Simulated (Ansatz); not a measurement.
Cost and result for the atomization energy of CH$_{6}$ClSi$_{2}$ (`C[Si]([SiH3])Cl`) radical (10 atoms, 9 bonds).

```xyz
10

C    -0.6765    0.1105    1.6419
Si   -0.1979   -0.9218    0.1554
Si    0.3661    0.2945   -1.7601
Cl    1.4183   -2.1086    0.6831
H    -1.5212    0.7568    1.3913
H     0.1626    0.7367    1.9582
H    -0.9636   -0.5296    2.4786
H     0.7063   -0.6536   -2.8515
H     1.5201    1.2093   -1.5315
H    -0.8142    1.1058   -2.1654
```

Charge 0, multiplicity 2. Geometry: relaxed with PBE0-D4/def2-TZVP. Program: Ansatz. All runs use 4 threads of a server CPU on a shared host. Times are those of one run each, without the atoms' runs, and a repeat can differ threefold. Electronic energies, without spin–orbit coupling; frozen cores. CCSD(T)/CBS adds CCSD(T) − MP2 in def2-TZVPP to the MP2 limit, and its time is that of the two runs behind it. T1 = 0.013; ⟨S²⟩ of the reference is 0.76.

CCSD(T)/CBS is a level of theory with its own doubt, some kJ/mol a heavy atom from the limit and from the frozen cores, so smaller differences don't rank the functionals.

```tsv
level	functions	wall time
LDA (SPW92)/def2-TZVPP	241	1.8 s
PBE-D4/def2-TZVPP (with forces)	241	3 s
BLYP-D4/def2-TZVPP	241	3 s
revPBE-D4/def2-TZVPP	241	3.1 s
r2SCAN-D4/def2-TZVPP (with forces)	241	6 s
CCSD(T)/def2-SVP	98	6 s
CAM-B3LYP-D4/def2-TZVPP	241	7 s
B2PLYP/def2-TZVPP	241	7 s
B97M-V/def2-TZVPP	241	8.5 s
ωB97M-V/def2-TZVPP (with forces)	241	16 s
MP2/def2-QZVPP	447	24 s
CCSD(T)/def2-TZVPP	241	7.6 min
CCSD(T)/CBS(def2)	–	8 min
```

**Question.** What atomization energy does each give, and how far from CCSD(T)/CBS? (Best estimate.)

**Answer.** Computed: 
```tsv
level	atomization (kcal/mol)	difference from CCSD(T)/CBS	per bond
LDA (SPW92)/def2-TZVPP	851.7	89.1	9.9
PBE-D4/def2-TZVPP (with forces)	767.2	4.6	0.5
BLYP-D4/def2-TZVPP	755.0	-7.6	-0.8
revPBE-D4/def2-TZVPP	755.1	-7.5	-0.8
r2SCAN-D4/def2-TZVPP (with forces)	768.8	6.2	0.7
CCSD(T)/def2-SVP	712.0	-50.6	-5.6
CAM-B3LYP-D4/def2-TZVPP	763.5	0.9	0.1
B2PLYP/def2-TZVPP	751.4	-11.2	-1.2
B97M-V/def2-TZVPP	770.4	7.8	0.9
ωB97M-V/def2-TZVPP (with forces)	763.6	1.0	0.1
MP2/def2-QZVPP	756.7	-5.9	-0.6
CCSD(T)/def2-TZVPP	742.7	-19.9	-2.2
CCSD(T)/CBS(def2)	762.6	0.0	0.0
```

In def2-TZVPP, CCSD(T) changes the Hartree–Fock value by +158.9 kcal/mol (the triples alone add +8.5 kcal/mol) and MP2 by +161.2 kcal/mol; breaking electron pairs costs correlation energy, which Hartree–Fock lacks. At CCSD(T), def2-SVP lies −50.6 kcal/mol from the extrapolated value and def2-TZVPP −19.9 kcal/mol: correlation converges slowly with the basis, and small sets miss more of it in the bonded molecule than in its fragments. Leaving LDA and LC-ωPBE aside and taking each functional with its dispersion term where it has one, the values spread over 19.0 kcal/mol, from B2PLYP to B97M-V. LDA lies +90.4 kcal/mol from PBE without D4, its usual overbinding.
